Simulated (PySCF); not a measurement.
Level of theory: PBE-D3(BJ)/def2-TZVP // PBE0-D3(BJ)/def2-TZVP in PySCF. Isolated molecules, 0 K electronic values unless said otherwise. One relaxed conformer stands for a flexible species; it need not be the lowest. 

Reference species (SMILES): `CC(=C)CC` (C–C–C–C torsion 117°) (neutral, multiplicity 1).

```yaml
HOMO–LUMO gap: 5.43 eV
HOMO: -5.93 eV
```

Changed species: `C(/CC)=C\C` (C–C–C–C torsion 119°).

Task: What does the change do to the HOMO–LUMO gap and HOMO?

Result: the HOMO–LUMO gap stays essentially unchanged; the HOMO increases by 0.12 eV, to -5.81 eV.
